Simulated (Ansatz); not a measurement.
C2H6AlNO (`C/C(O)=[N]\[AlH2]`) at its PBE0-D4/def2-TZVP geometry, where that method's forces vanish. Charge 0, multiplicity 1.

```xyz
11

C     0.3908    1.6481    0.3728
C     0.2693    0.4091   -0.4570
O     0.7293    0.6370   -1.7104
N    -0.1829   -0.6940   -0.0921
Al   -0.8480   -2.1424    0.6066
H    -0.1807    2.4574   -0.0874
H     0.0270    1.4658    1.3801
H     1.4344    1.9689    0.4069
H     0.6256   -0.1920   -2.1952
H    -2.4078   -2.3844    0.4907
H     0.1431   -3.1733    1.2848
```

Problem. What forces (eV/Å) does r2SCAN-D4/def2-TZVPP give on these atoms in Ansatz? (Estimate.)

Solution. The calculation gave: 
```
C1   0.007  0.078  0.057
C2  -0.018  0.135  0.189
O3   0.142  0.147 -0.311
N4  -0.129 -0.304  0.114
Al5 -0.015 -0.038  0.010
H6   0.021 -0.003  0.007
H7   0.011  0.009 -0.027
H8  -0.020  0.009 -0.005
H9  -0.008 -0.052 -0.025
H10  0.028  0.002  0.003
H11 -0.019  0.017 -0.011
```
